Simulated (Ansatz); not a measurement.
H2OSi, triplet, geometry from GFN2-xTB (a higher spin typed on purpose: for a closed-shell molecule this is an excited state). Base run: CAM-B3LYP/def2-TZVP (Ansatz, a quantum-chemistry and plane-wave program).

Geometry (Å):
```xyz
4

Si     0.0696    -0.4437     0.0039
O     -0.1706     1.0880    -0.0096
H     -0.9944    -1.4325    -0.0006
H      1.3851    -1.0592     0.0226
```
Charge 0, spin multiplicity 3.
Orbitals are unrestricted.
All else is at Ansatz's defaults.
Base energy -365.79564 Eh.

The base run was repeated with changes; each row names its change, and settings that it needs were set with it.

```csv
change,ΔE vs base (kcal/mol)
base,0.000
"final_grid = 14, 28, 59",0.000
accuracy = high,-0.004
lower_state_search = light,0.000
"final_grid = 10, 20, 41",0.000
nuclear_model = gaussian,0.116
"final_grid = 4, 8, 17",-0.004
"point_charge = charge:1.0 position_ang:1.777, -2.5959, -3.6585",-2.08
fitting.mean_field = def2-universal-JKFIT,-0.024
"point_charge = charge:0.5 position_ang:-1.1649, 3.8874, -0.65",-4.00
forces = on,0.000
```
